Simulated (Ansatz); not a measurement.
`B[SiH](F)S`. Total charge 0; spin multiplicity 1. The structure was optimised at the PBE0-D4/def2-TZVP level. It is one conformer, not always the lowest.

```xyz
8

B     0.200   -0.304   -1.072
Si    0.213    0.916    0.423
F    -1.085    1.612    1.041
S     0.058   -1.318    0.742
H     1.295   -0.569   -1.479
H    -0.771   -0.493   -1.737
H     1.370    1.399    1.210
H    -1.279   -1.243    0.872
```

(1) What is the dipole moment at PBE/def2-TZVPP? (An estimate is asked.)

(2) And with r2SCAN, B3LYP, ωB97M-V? (An estimate is asked.)

(3) Give the Mulliken charges with PBE, r2SCAN, ωB97M-V in def2-TZVPP. (An estimate is asked.)

Results:

(1) The calculation gave: 1.06 D, with components (0.02, -0.08, 1.06) D in this frame, pointing from negative to positive charge.

(2) Ansatz gave: r2SCAN 1.03 D, B3LYP 1.00 D, ωB97M-V 1.03 D.

(3) Ansatz gave: 
```
atom    PBE  r2SCAN  ωB97M-V
  B1  -0.23   -0.21    -0.36
 Si2   0.43    0.53     0.44
  F3  -0.27   -0.31    -0.30
  S4  -0.11   -0.11    -0.12
  H5   0.04    0.01     0.10
  H6   0.05    0.03     0.10
  H7  -0.06   -0.07    -0.02
  H8   0.14    0.13     0.15
```

B3LYP here is the variant with VWN-RPA as its local correlation; programs differ in this.
